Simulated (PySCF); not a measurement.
Geometry (Å), atoms numbered from 1 in this order:
```xyz
13

B    -0.4448    1.6601    0.3439
S    -0.1717   -0.1895    0.8779
C     1.5139   -0.5353    0.3556
C    -1.0925   -1.1274   -0.3496
H    -0.1291    1.7024   -0.8372
H     0.2956    2.2687    1.1004
H    -1.6311    1.8347    0.5735
H     1.6484   -0.2217   -0.6892
H     1.7399   -1.6025    0.4861
H     2.1701    0.0635    1.0006
H    -0.8263   -0.7783   -1.3571
H    -0.8947   -2.2015   -0.2315
H    -2.1558   -0.9244   -0.1653
```

Computational details: PBE0-D3(BJ)/def2-SVP structure, PBE/pcSseg-2 with gauge-including orbitals, in PySCF 2.14 (gas phase, non-relativistic, averaged over atoms made equivalent by symmetry, fast rotation or ring inversion, a single conformation).

Referencing at the same level of theory: $^{13}$C and $^{1}$H vs TMS; BF3·OEt2 for $^{11}$B; $^{33}$S against CS2.

```
                atoms   nucleus  count  δ (ppm)
                   S2  $^{33}$S      1       38
             H5/H6/H7   $^{1}$H      3     1.84
                C3/C4  $^{13}$C      2        ?
                   B1  $^{11}$B      1    -27.8
H8/H9/H10/H11/H12/H13   $^{1}$H      6        ?
```

Estimate the values marked ?.

Answers


- C3/C4: 32.5 ppm, methyl carbon bonded to S
- H8/H9/H10/H11/H12/H13: 2.03 ppm, hydrogen on a methyl carbon bonded to S

Hydrogens on boron are broadened and split by $^{11}$B (spin 3/2, 80 %) and 10B (spin 3). Shifts are as computed, not scaled to solution data. Of 1211 compounds with measured shifts, 218 miss one by over three times the rms of a fit or turn the order of signals round; such compounds aren't used in these exercises.
